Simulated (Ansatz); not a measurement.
Consider the homolysis of the Ge–O bond: `C[O][GeH3]` → `[GeH3]`• + `C[O]`•.

Calculated with Ansatz (gas phase, PBE0-D4/def2-TZVP geometries, no zero-point term in ΔE). CCSD(T)/CBS is the MP2 limit (def2-TZVPP, def2-QZVPP) plus CCSD(T) − MP2 in def2-TZVPP, frozen cores. Functionals use def2-TZVPP. No spin–orbit coupling; open shells (•) take unrestricted orbitals. For Ge outer-core shells are correlated without core-valence functions, which leaves a few kJ/mol of doubt a bond. Scalar relativity is left out up to krypton.

Task: What is ΔE at CCSD(T)/CBS? (Estimate.)

Result: Computed: +401.2 kJ/mol.

Task: What do these levels give: LDA (SPW92), ωB97M-V, PBE0, r2SCANh, CCSD(T)/def2-TZVPP, SCS-MP2/def2-QZVPP? (Estimate.)

Result: The calculation gave: LDA (SPW92) 427.6, ωB97M-V 379.8, PBE0 359.7, r2SCANh 354.8, CCSD(T)/def2-TZVPP 388.2, SCS-MP2/def2-QZVPP 422.2 kJ/mol.

Largest T1 diagnostic among the species: 0.019.

The D4 term adds +10.6 kJ/mol with B3LYP and +5.6 kJ/mol with PBE0; it sums over pairs of atoms, weighted by their polarisabilities, and B3LYP, whose exchange is more repulsive, gets the larger term. Leaving LDA and LC-ωPBE aside and taking each functional with its dispersion term where it has one, the values, not all of them listed here, spread over 32.1 kJ/mol, from r2SCAN0-D4 to PBE-QIDH. LDA lies +67.1 kJ/mol from PBE without D4, its usual overbinding. From BLYP to BHLYP (50 % exact exchange), in def2-TZVPP and without D4, ΔE moves by +4.2 kJ/mol.

B3LYP here is the variant with VWN-RPA as its local correlation; programs differ in this.
